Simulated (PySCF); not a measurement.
GeHI3, SMILES [I][GeH]([I])[I]. Coordinates come from a B3LYP-D3(BJ)/def2-SVP optimisation. The def2 effective core potentials stand for the cores of I; spin–orbit coupling is left out.

### Question
Give the equilibrium geometry at B3LYP-D3(BJ)/def2-SVP (PySCF confirms it by a frequency run) as a Z-matrix, and its point group. (An estimate is asked for; the answer gives what the named calculation found.)

### Answer
point group C3v.
```
Ge
H 1 1.5386
I 1 2.5332 2 108.83
I 1 2.5332 2 108.83 3 -120.00
I 1 2.5332 2 108.83 3 120.00
```
